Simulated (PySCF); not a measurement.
## Does the structure fit the spectrum?

A compound C6H9PSi gives the data below (simulated from a calculation) and was assigned the structure `Cc1cpcc([SiH3])c1`.

¹³C{¹H} NMR (computed): δ 140.1 (C), 138.0 (CH, 2C), 134.3 (CH, 2C), 132.2 (CH).

¹H NMR (300 MHz, computed): δ 7.73 (m, 2H), 7.54 (m, 2H), 7.45 (m, 1H), 4.04 (m, 3H), 3.39 (m, 1H).

Method: shielding tensors at PBE0/pcSseg-1 (GIAO), geometry from GFN2-xTB, in PySCF 2.14.0 with density-fitted response routines (no solvent, rapidly exchanging positions averaged, one conformer, non-relativistic Hamiltonian).

Scale: TMS for ¹H (31.72 ppm), ¹³C (186.93 ppm) (reference shieldings calculated alike).

Q: Compare with the shifts computed for the proposed structure, pairing carbons in order of shift.

A: Numbering as in the mapped SMILES `[CH3:1][c:2]1[cH:3][p:4][cH:5][c:6]([SiH3:7])[cH:8]1` (H(Xn): hydrogen on atom n).

| atom | computed for proposal | given list | difference |
| --- | --- | --- | --- |
| C5 | 170.0 | 140.1 | +29.9 |
| C3 | 165.5 | 138.0 | +27.5 |
| C2 | 146.0 | 138.0 | +8.0 |
| C6 | 141.7 | 134.3 | +7.4 |
| C8 | 141.5 | 134.3 | +7.2 |
| C1 | 28.6 | 132.2 | -103.6 |

The rms difference is 45.7 ppm and the largest -103.6 ppm at C1 (methyl carbon on an aromatic ring). The proposal also would give 6 carbon signals, not 4. The carbon types in order of shift don't match either: CH, CH, C, C, CH, CH3 for the proposal against C, CH, CH, CH, CH, CH in the data. The proposal doesn't fit.

Q: Which isomer fits?

A: SMILES [SiH3]Pc1ccccc1.

δC 140.1: substituted aromatic carbon. δC 138.0, 134.3, 132.2: aromatic CH; the aromatic region. δH 7.73, 7.54, 7.45: hydrogen on an aromatic CH; it sits in the deshielding region of the aromatic ring current. δH 4.04: hydrogen on a silicon bonded to P.

The shifts were computed for this structure.

Splittings by ³¹P in the carbon and heteronuclear signals aren't shown, as no couplings were computed. Shifts are as computed. Against solution values, carbons near 30 ppm lie about +3 ppm off and those near 130 ppm about +5 ppm. Of 1211 compounds with measured shifts, 218 miss one by over three times the rms of a fit or turn the order of signals round; such compounds aren't used in these exercises. No couplings were computed; multiplicities are counted from neighbouring protons, with m where these are inequivalent, close in shift, in a saturated or five-membered ring or joined by F or P, and br s for small geminal =CH2 splittings.
